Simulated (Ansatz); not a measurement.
Au₄⁻, relaxed as a doublet with UKS PBE0-D4/def2-SVPD in Ansatz, starting from the GFN2-xTB geometry. Force threshold 0.02 eV/Å.

In the def2 sets Au takes a core potential; there is no spin–orbit coupling. The relaxation made no stability test and no search for a lower SCF solution. No other spin state of charge -1 was run. Another isomer (doublet) lies 0.05 eV lower at PBE0-D4/def2-TZVPD; other spin states weren't run for this one.

Start:

| atom | x (Å) | y (Å) | z (Å) |
| --- | --- | --- | --- |
| Au1 | 0.3865 | 1.6375 | -1.5829 |
| Au2 | -0.3788 | -1.6396 | 1.5836 |
| Au3 | 0.0171 | 0.9534 | 0.9889 |
| Au4 | -0.0248 | -0.9512 | -0.9896 |

**Question.** Estimate the energy that the relaxation releases and the steps that it takes.

**Answer.** 0.5 kcal/mol, in 5 steps; 22 s on 4 threads of Arm Neoverse V2 on a shared host. The force fell under the threshold at step 4, but the optimiser went on. No frequencies were taken in this run, so the end may be a saddle point.

**Question.** Does the start keep its bonding and symmetry?

**Answer.** By distances, no bond broke or formed. The bond that changes most is Au3–Au4, from 2.75 to 2.81 Å (atoms count from 1). Point group D2h at the start, D2h at the end, both within 0.05 Å.

**Question.** Predict the relaxed structure.

**Answer.** 
| atom | x (Å) | y (Å) | z (Å) |
| --- | --- | --- | --- |
| Au1 | 0.386 | 1.651 | -1.596 |
| Au2 | -0.385 | -1.651 | 1.596 |
| Au3 | 0.021 | 0.975 | 1.014 |
| Au4 | -0.022 | -0.975 | -1.014 |
Bond lengths (bridged metal pairs left out): 5 × Au–Au 2.72 to 2.81 Å.
